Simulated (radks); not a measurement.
Question: The sulfur ion S1.75+, configuration [Ne] 3s2 3p(up 2, down 0.25) (fractional occupations, a model configuration). Calculated with a radial shooting solver on a logarithmic mesh with Libxc functionals: non-relativistic Kohn-Sham, BLYP, spin-polarised, spherical densities, point nucleus. Some entries of the table are withheld. Estimate them.

| orbital | occ. | eigenvalue (eV) | <1/r> (bohr^-1) |
|---|---|---|---|
| 1s up | 1 | -2421.604 | 15.56 |
| 1s down | 1 | -2421.304 | 15.56 |
| 2s up | 1 | -232.2729 | (1) |
| 2s down | 1 | -231.9923 | (2) |
| 2p up | 3 | (3) | 2.956 |
| 2p down | 3 | (4) | 2.956 |
| 3s up | 1 | -36.8902 | 0.8655 |
| 3s down | 1 | -34.8222 | 0.8635 |
| 3p up | 2 | -25.7211 | 0.7572 |
| 3p down | 0.25 | -23.7851 | 0.7466 |

Answer: 
(1) 2s up <1/r> (bohr^-1): 3.046
(2) 2s down <1/r> (bohr^-1): 3.046
(3) 2p up eigenvalue (eV): -178.6658
(4) 2p down eigenvalue (eV): -178.2715
